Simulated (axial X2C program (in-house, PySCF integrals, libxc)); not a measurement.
Photoelectron levels of HBr by EOM-IP-CCSD

Computed with an axial X2C code built on PySCF integrals: two-component X2C with atomic mean-field Coulomb and Gaunt terms, Gaussian nuclei, basis Br dyall-cv3z, H dyall-v3z with contracted cores.

R = 1.306 Å (0.920 times 1.419 Å, the PBE0 minimum at charge 0 for the lowest determinant).

Vertical ionisation energies of HBr to the states of HBr⁺:

```tsv
Ω of HBr⁺	vertical IE (eV)	above lowest (cm⁻¹)	ionised spinor	one-hole weight
3/2	11.574	0	93% Br pπ	0.96
1/2	11.893	2570	93% Br pπ	0.96
1/2	16.066	36226	61% Br pσ, 25% H sσ, 11% Br sσ	0.95
```

(1) Take the first Ω = 1/2 and Ω = 3/2 rows of π character: how far apart are they, and which lies lower?

This point took 2.5 s on 1 thread of Intel(R) Xeon(R) Platinum 8124M CPU @ 3.00GHz (Skylake/Cascade Lake), on a shared host.

Reference electrons by ω block (each with its −ω partner): 1/2: 12, 3/2: 5, 5/2: 1. 8 electrons of HBr correlated (inner shells frozen), 74 natural virtual spinors (a truncated set); levels can be off by some tenths of an eV. Roots sought by Ω: (1/2: 4, 3/2: 3, 5/2: 1); rows need 60 % one-particle weight and stop where some Ω has no more roots. Missing are any skipped roots, higher Ω and states of a further excitation; these come out far too high here and may in truth be low or lowest. T1 of the reference 0.006 (Lee–Taylor). Number of frozen shells: Br 3 s, 2 p, 1 d; H none.

Results:

(1) E(3/2) − E(1/2) = 0 − 2570 = -2570 cm⁻¹ at EOM-IP-CCSD: inverted, Ω = 3/2 lower. Splittings at this level can be off by ten to twenty per cent.
